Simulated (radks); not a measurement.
Problem. The mean radii <r> (bohr) of the occupied orbitals of an atom or ion are listed with their occupations. All-electron calculation, Dirac Kohn-Sham, HCTH/407, spin-unpolarised, spherical densities, point nucleus. Program: a radial shooting solver on a logarithmic mesh with Libxc functionals.

orbital  occ.      <r>
1s1/2       2  0.02002
2s1/2       2  0.08430
2p1/2       2  0.07007
2p3/2       4  0.07745
3s1/2       2   0.2205
3p1/2       2   0.2102
3p3/2       4   0.2240
3d3/2       4   0.1971
3d5/2       6   0.2014
4s1/2       2   0.4975
4p1/2       2   0.5058
4p3/2       4   0.5377
4d3/2       4   0.5642
4d5/2       6   0.5756
5s1/2       2    1.229
5p1/2       2    1.388
5p3/2       4    1.504
4f5/2       6   0.7881
6s1/2       2    4.052
4f7/2       7   0.8109

Name the element and its charge. Open shells, if any, fill j = l - 1/2 first.

Solution. Z = 69, thulium, charge 0: Tm in [Xe] 4f13 6s2. The 1s radius gives Z: for a bare nucleus <r> = (2 gamma + 1)/(2Z) with gamma = sqrt(1 - (Z/c)^2), 0.01977 bohr for Z = 69, and screening makes it slightly larger (0.02002 here). The occupations add up to 69, and the charge is Z minus that.
